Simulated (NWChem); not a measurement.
Everything below was run with NWChem. System: isocyanic acid (CHNO), charge 0, spin multiplicity 1, at a geometry optimised with B3LYP/def2-SVP. Level: G0W0@PBE/def2-TZVPP, RI basis def2-tzvpp-rifit.

Input file:

```
start mol
memory heap 200 mb stack 700 mb global 1700 mb
geometry units angstroms nocenter noautoz
  N      1.163417    -0.075449     0.000000
  C     -0.046424     0.021070     0.000000
  O     -1.213805    -0.033622     0.000000
  H      1.845062     0.670701     0.000000
  symmetry group Cs
end
basis spherical
  * library def2-tzvpp
end
basis "ri basis" bse spherical
  * library def2-tzvpp-rifit
end
dft
  xc xpbe96 cpbe96
  iterations 100
  direct
  tolerances tight
end
task dft energy
gw
  states alpha occ 4 vir 2
end
task dft gw
```

NWChem printed:

```
             Northwest Computational Chemistry Package (NWChem) 7.3.0
             --------------------------------------------------------

                                NWChem Input Module
                                -------------------

 Scaling coordinates for geometry "geometry" by  1.889725989
 (inverse scale =  0.529177249)

 Turning off AUTOSYM since
 SYMMETRY directive was detected!

                             Geometry "geometry" -> ""
                             -------------------------

 Output coordinates in angstroms (scale by  1.889725989 to convert to a.u.)

  No.       Tag          Charge          X              Y              Z
 ---- ---------------- ---------- -------------- -------------- --------------
    1 N                    7.0000     1.16341700    -0.07544900     0.00000000
    2 C                    6.0000    -0.04642400     0.02107000     0.00000000
    3 O                    8.0000    -1.21380500    -0.03362200     0.00000000
    4 H                    1.0000     1.84506200     0.67070100     0.00000000

 Effective nuclear repulsion energy (a.u.)      59.1124610625

            Nuclear Dipole moment (a.u.)
            ----------------------------
        X                 Y               Z
 ---------------- ---------------- ----------------
    -0.0000056692     0.0000037795     0.0000000000

      Symmetry information
      --------------------

 Group name             Cs
 Group number              2
 Group order               2
 No. of unique centers     4

      Symmetry unique atoms

     1    2    3    4


 Summary of "ao basis" -> "" (spherical)
 ------------------------------------------------------------------------------
       Tag                 Description            Shells   Functions and Types
 ---------------- ------------------------------  ------  ---------------------
 *                         def2-tzvpp                 on all atoms

 new library libraries.bse/

 Summary of "ri basis" -> "" (spherical)
 ------------------------------------------------------------------------------
       Tag                 Description            Shells   Functions and Types
[...]
     ---------------------------------

     L   x y z        total         alpha         beta         nuclear
     -   - - -        -----         -----         ----         -------
     0   0 0 0     -0.000000    -11.000000    -11.000000     22.000000

     1   1 0 0      0.646538      0.323272      0.323272     -0.000006
     1   0 1 0      0.528131      0.264064      0.264064      0.000004
     1   0 0 1     -0.000000     -0.000000     -0.000000      0.000000

     2   2 0 0    -12.285957    -50.207304    -50.207304     88.128651
     2   1 1 0      1.907113     -0.731361     -0.731361      3.369834
     2   1 0 1      0.000000      0.000000      0.000000      0.000000
     2   0 2 0    -11.624465     -6.707489     -6.707489      1.790513
     2   0 1 1     -0.000000     -0.000000     -0.000000      0.000000
     2   0 0 2    -12.424296     -6.212148     -6.212148      0.000000

 Task  times  cpu:        9.3s     wall:        9.3s

                                NWChem Input Module
                                -------------------

                                 NWChem GW Module
                                 ----------------

                             ***********************
                             ***        GW       ***
                             ***********************

 Summary of "ri basis" -> "ri basis" (spherical)
 ------------------------------------------------------------------------------
       Tag                 Description            Shells   Functions and Types
 ---------------- ------------------------------  ------  ---------------------
 N                      def2-tzvpp-rifit            22       76   8s6p4d3f1g
 C                      def2-tzvpp-rifit            22       76   8s6p4d3f1g
 O                      def2-tzvpp-rifit            22       76   8s6p4d3f1g
 H                      def2-tzvpp-rifit            10       30   4s3p2d1f

                 Memory Information
                 ------------------
          Available GA per process is          1699.9 MBs
          Available stack per process is        700.0 MBs
          Available heap per process is           0.0 MBs

          Peak memory in Initialization
              Peak GA per process is                  3.4 MBs
              Peak stack per process is               0.1 MBs
              Peak heap per process is                3.6 MBs
              Memory not in MA per process            0.0 MBs

          Peak memory in AFF Calculation
              Peak GA per process is                 13.3 MBs
              Peak stack per process is               8.5 MBs
              Peak heap per process is                0.0 MBs
              Memory not in MA per process            8.5 MBs

          Computing 2-center integrals
          Computing Inverse Cholesky factor
          Computing 3-center integrals
          Computing V_xc ...

          Computing Sigma_x
          Computing RPA polarizability
          Solving quasiparticle equations

                  Alpha Orbitals
          State     Energy (eV)     Error (eV)
          -----------------------------------
@GW         8        -14.756           0.003
@GW         9        -14.682           0.005
@GW        10        -11.603           0.002
@GW        11        -11.047           0.002
@GW        12          2.748           0.002
@GW        13          2.691           0.002

   Applying  -3.6835 eV scissor-shift to rest of particle states

   Applying   3.6876 eV scissor-shift to rest of hole states

     GW Timing Statistics
   ------------------------
   Init.   :          0.1s
     ERIs  :          0.5s
     Distr.:          0.0s
     Vxc   :          0.1s
   Sigma_x :          0.0s
   RPA     :          0.2s
   Wmn     :          0.0s
   Sigma_c :          0.0s
   GW total:          1.0s

 Task  times  cpu:        1.0s     wall:        1.0s

 Total times  cpu:       10.3s     wall:       10.3s
```
